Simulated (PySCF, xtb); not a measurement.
C3H4ClNSi, SMILES N1[Si@@H](Cl)C=CC=1.

GFN2-xTB (xtb) at its own geometry gives an orbital gap of 2.12 eV and a dipole moment of 2.86 D.

Geometry optimised at B3LYP-D3(BJ)/def2-SVP. The structure was generated by enumeration; whether it is a known compound was not checked.

Problem. What does HF/def2-TZVP run with PySCF give? (The exact figures need the calculation; the answer reports its results.)

Solution. gap 11.67 eV (levels -10.26 and 1.41 eV), dipole 3.38 D.
